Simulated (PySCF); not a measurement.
CF$_{2}$, charge +1, doublet, geometry from GFN2-xTB of the parent state (a state made from the parent by changing its charge; the spin is typed, not shown lowest); SVWN5/6-31G run with PySCF.

The PySCF input:
```python
from pyscf import gto, scf, dft

mol = gto.M(
    atom='''
F    -1.029338   -0.228707    0.034055
C    -0.016846    0.589312    0.034684
F     1.040569   -0.164168   -0.057178
''',
    basis='6-31g',
    charge=1,
    spin=1,
    verbose=3,
)

mf = dft.UKS(mol)
mf.xc = 'lda,vwn'
mf.kernel()
mf.analyze()
```

Output, abridged:

```
converged SCF energy = -235.571488076668  <S^2> = 0.75308525  2S+1 = 2.0030829
**** MO energy ****
                             alpha | beta                alpha | beta
MO #1   energy= -24.57163876684    | -24.5671192488487  occ= 1 | 1
MO #2   energy= -24.5716339749671  | -24.5671145355745  occ= 1 | 1
MO #3   energy= -10.4536857665839  | -10.4360735058517  occ= 1 | 1
MO #4   energy= -1.63331730557469  | -1.62395364597098  occ= 1 | 1
MO #5   energy= -1.54651988799936  | -1.53619650668646  occ= 1 | 1
MO #6   energy= -1.00117227149141  | -0.987107544825663 occ= 1 | 1
MO #7   energy= -0.915318870932993 | -0.899089316760777 occ= 1 | 1
MO #8   energy= -0.873013791291423 | -0.861143952644912 occ= 1 | 1
MO #9   energy= -0.863869996874941 | -0.836495908105827 occ= 1 | 1
MO #10  energy= -0.779518893225279 | -0.775987701792137 occ= 1 | 1
MO #11  energy= -0.751029947338569 | -0.743365011570402 occ= 1 | 1
MO #12  energy= -0.689497151637034 | -0.619669859107609 occ= 1 | 0
MO #13  energy= -0.539414953346744 | -0.505189731819999 occ= 0 | 0
MO #14  energy= -0.281232280576417 | -0.245244471373592 occ= 0 | 0
MO #15  energy= -0.241643519481811 | -0.222270494256452 occ= 0 | 0
MO #16  energy= 0.103482631975701  | 0.120665605264162  occ= 0 | 0
MO #17  energy= 0.113730285864291  | 0.135017123919217  occ= 0 | 0
MO #18  energy= 0.117103005910627  | 0.13511524276726   occ= 0 | 0
MO #19  energy= 0.168441999883983  | 0.212933002771924  occ= 0 | 0
MO #20  energy= 0.679164580512565  | 0.687212688999378  occ= 0 | 0

To work with the spin densities directly, `use mulliken_meta_spin()` only printing them here.

 ** Mulliken spin pop alpha/beta on meta-lowdin orthogonal AOs **
 ** Mulliken Spin Density (per atom)  **
spin density of  0 F =      0.10393
spin density of  1 C =      0.79214
spin density of  2 F =      0.10393
 ** Mulliken pop alpha/beta on meta-lowdin orthogonal AOs **
 ** Mulliken atomic charges   ( Nelec_alpha | Nelec_beta ) **
charge of  0F =      0.11711  (     4.49341      4.38948 )
charge of  1C =      0.76579  (     3.01318      2.22103 )
charge of  2F =      0.11711  (     4.49341      4.38948 )

WARN: System has nonzero charge 1; the dipole moment is origin-dependent.
Location of origin: [0. 0. 0.]

Dipole moment(X, Y, Z, Debye): -0.05056,  1.76835,  0.10408
```
